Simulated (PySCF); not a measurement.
CBrF3, SMILES FC(Br)(F)F. Coordinates come from a PBE-D3(BJ)/def2-SVP optimisation.

Give the equilibrium geometry at PBE-D3(BJ)/def2-SVP (PySCF confirms it by a frequency run) as bond lengths and angles, and its point group. (The exact figures need the calculation; the answer reports its results.)

point group C3v.
Atoms: F1 C2 F3 F4 Br5. Bonded distances (Å): F1–C2 1.334, C2–F3 1.334, C2–F4 1.334, C2–Br5 1.958. Bond angles (°): F1–C2–F3 109.1, F1–C2–F4 109.1, F1–C2–Br5 109.9, F3–C2–F4 109.1, F3–C2–Br5 109.9, F4–C2–Br5 109.9.
Charge 0, spin multiplicity 1.
